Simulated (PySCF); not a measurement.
C5H7F, SMILES F[C@H]1C=CCC1. Geometry optimised at PBE0-D3(BJ)/def2-SVP. The structure was generated by enumeration; whether it is a known compound was not checked. One conformer was computed; it need not be the lowest.

These are PBE0-D3(BJ)/def2-SVP run with PySCF values and carry that method's errors.

Harmonic wavenumbers (cm⁻¹): 112, 306, 389, 526, 590, 755, 779, 853, 905, 947, 984, 1010, 1035, 1088, 1091, 1143, 1184, 1231, 1284, 1299, 1345, 1358, 1402, 1448, 1468, 1718, 3038, 3050, 3091, 3106, 3159, 3214, 3241. Rotational constants (GHz): 6.987, 3.256, 2.416; symmetry number 1.

**Question.** Work out the zero-point energy and the ideal-gas rigid-rotor harmonic-oscillator thermochemistry at 298.15 K and 1 atm.

**Answer.** ZPE = ½ Σ hcν = ½ × 48148 cm⁻¹ = 68.83 kcal/mol. H − E(el) = 72.73 kcal/mol. Entropy in cal/(mol K): translation 39.27, rotation 26.17, vibration 8.26, total 73.71. G − E(el) = 50.75 kcal/mol. Cp = 21.40 cal/(mol K). Modes under 150 cm⁻¹ make the vibrational entropy uncertain.
